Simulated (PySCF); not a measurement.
A calculated (UHF, PySCF 2.14, aug-cc-pVDZ-DK, the spin-free X2C one-electron Hamiltonian (Gaussian nucleus)) atom or ion has these occupied shells.

| shell | electrons | orbital energy (eV) | rms radius, mean of both spins (bohr) |
| --- | --- | --- | --- |
| 1s α | 1 | -140.56 | 0.482 |
| 1s β | 1 | -139.69 | 0.482 |
| 2s α | 1 | -18.095 | 2.50 |

Name the element and its charge.

Be⁺ (beryllium, charge +1), in [He] 2s1, 2S determinant.
